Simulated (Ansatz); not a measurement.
C2H5Cl3OSi (`CCO[Si](Cl)(Cl)Cl`), relaxed with RKS PBE-D4/def2-SVP in Ansatz 0.2.0 from a rough embedded geometry. The force threshold is 0.03 eV/Å; the program also tests the step.

Charge 0, multiplicity 1.

Start:

```xyz
12

C     0.686    1.222   -1.347
C     0.295   -0.076   -0.652
O    -0.223    0.273    0.610
Si   -0.818   -0.779    1.659
Cl   -2.336   -1.875    0.793
Cl   -1.479    0.045    3.325
Cl    0.660   -2.127    2.135
H    -0.097    1.916   -1.499
H     1.149    0.968   -2.396
H     1.480    1.731   -0.805
H     1.152   -0.739   -0.549
H    -0.469   -0.558   -1.273
```

How much energy does the relaxation release, and in how many steps? (Estimate.)

Ansatz gave: 30.55 kJ/mol, in 4 steps.

Which bonds change most? (Best estimate.)

Ansatz gave: Si4–Cl6 from 1.973 to 2.046 Å; C1–H9 from 1.175 to 1.108 Å; C1–H8 from 1.056 to 1.108 Å; O3–Si4 from 1.600 to 1.646 Å.

Give the relaxed structure. (Best estimate.)

Ansatz gave: 
```xyz
12

C     0.726    1.238   -1.372
C     0.305   -0.053   -0.699
O    -0.240    0.255    0.596
Si   -0.818   -0.861    1.660
Cl   -2.384   -1.919    0.834
Cl   -1.457    0.167    3.310
Cl    0.656   -2.203    2.189
H    -0.140    1.918   -1.493
H     1.149    1.026   -2.374
H     1.496    1.760   -0.770
H     1.171   -0.742   -0.579
H    -0.464   -0.585   -1.303
```
